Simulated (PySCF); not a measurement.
UHF on Tc⁺ (technetium, charge +1)

Configuration: [Kr] 4d5 5s1, high-spin 7S determinant. Computed with PySCF 2.14 in def2-SVP with the def2 core potential (28 electrons), with scalar relativity through the core potential.

- Total energy: -79.887585 hartree
- One-electron energy: -133.8449 hartree
- Hartree (Coulomb) energy: 62.1581 hartree
- Exchange energy: -8.2008 hartree
- ⟨S²⟩: 12.0010
- ⟨L²⟩: 0.000
- Sum of ⟨r⟩: 20.69 bohr
- Sum of ⟨r²⟩: 38.94 bohr²
- Time after the integrals: 0.08 s of wall time on 1 thread of Intel(R) Xeon(R) Platinum 8375C CPU @ 2.90GHz (shared host)

```
shell  electrons  mean orbital energy (eV)  rms radius, mean of both spins (bohr)
 4s α          1                   -102.16                                   1.14
 4s β          1                   -94.002                                   1.14
 4p α          3                   -69.749                                   1.26
 4p β          3                   -59.432                                   1.26
 4d α          5                   -21.485                                   1.79
 5s α          1                   -14.471                                   3.27
```

Energies and moments cover only the electrons outside the core potential.
